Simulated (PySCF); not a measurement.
MnF2, SMILES [F][Mn][F] (connectivity only; charge and spin as stated), neutral, multiplicity 6. Atoms are numbered in the order given.

```xyz
3

Mn     0.0000     0.0000     0.0000
F      0.0000     0.0000    -1.7916
F      0.0000     0.0000     1.7916
```
Charge 0, spin multiplicity 6.

Geometry: PBE0-D3(BJ)/def2-TZVP. The spin state was assumed, not searched. The isomer is the one that the SMILES or the coordinates give; other isomers of the formula were not compared.

Method: PBE0-D3(BJ)/def2-TZVP (PySCF).

Frequencies are harmonic and unscaled.

Modes within 1.5 cm⁻¹ of each other (mostly degenerate sets) share a row, with their intensities summed.

```
mode  ν (cm⁻¹)  IR (km/mol)  moving atoms (share of kinetic energy)
----  --------  -----------  --------------------------------------
1–2        128         94.9                         F 59 %, Mn 41 %
3          581          0.0                                 F 100 %
4          731        228.0                         F 59 %, Mn 41 %
```
